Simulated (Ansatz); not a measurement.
Z-matrix (Å, degrees):
```
C
Sn 1 2.130
H 1 1.090 2 109.3
H 1 1.091 2 110.2 3 -120.2
H 1 1.090 2 109.5 3 119.6
C 2 2.130 1 114.2 3 54.5
Cl 2 2.351 1 105.2 3 -60.4
H 2 1.710 1 113.0 3 -174.6
H 6 1.091 2 110.2 1 66.1
H 6 1.090 2 109.3 1 -54.1
H 6 1.090 2 109.5 1 -173.7
```

The species carries charge 0 and has multiplicity 1. Sn takes the def2 core potential.

(1) List the r2SCAN/def2-TZVPP orbital energies in eV (Ansatz). (Best estimate.)

## Answers

(1) The calculation gave: Occupied: -2752.47, -273.21, -273.21, -253.84, -192.38, -192.24, -192.24, -137.29, -92.21, -92.06, -92.03, -26.67, -26.53, -26.52, -26.41, -26.41, -20.21, -18.33, -17.98, -12.44, -10.70, -10.62, -10.46, -10.41, -8.57, -8.24, -8.05, -7.19, -7.08. Lowest empty: -0.64, -0.13, 0.52, 1.15, 2.13, 2.30, 2.48, 2.89.
